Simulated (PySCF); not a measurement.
Al2(mu-OH)2(H)4, H6Al2O2, singlet, CAM-B3LYP/def2-SVP optimised geometry.

```
10

Al    -1.11    -0.92     0.00
Al     1.11     0.92     0.00
O      0.76    -0.92     0.00
H      1.37    -1.66    -0.01
H     -1.71    -1.42     1.37
H     -1.70    -1.40    -1.38
O     -0.76     0.92     0.01
H     -1.37     1.66     0.02
H      1.71     1.41     1.37
H      1.69     1.41    -1.38
```

Density from PySCF with CAM-B3LYP/def2-TZVP at that geometry.

Minimum of the electron density along straight lines between bonded atoms, close to the bond critical point (lines longer than 1.1 times the sum of covalent radii, or with two minima, are not listed):

```csv
bond,length / Å,ρ at the minimum / e bohr⁻³,∇²ρ there / e bohr⁻⁵,position (fraction from the first atom)
Al1–O3,1.864,0.069,0.43,0.42
Al2–O3,1.864,0.069,0.43,0.42
O3–H4,0.961,0.352,-2.43,0.81
Al1–H5,1.583,0.084,0.20,0.50
Al1–H6,1.583,0.084,0.20,0.50
Al1–O7,1.864,0.069,0.44,0.42
Al2–O7,1.864,0.069,0.43,0.42
O7–H8,0.961,0.352,-2.43,0.81
Al2–H9,1.583,0.084,0.20,0.50
Al2–H10,1.583,0.084,0.20,0.50
```
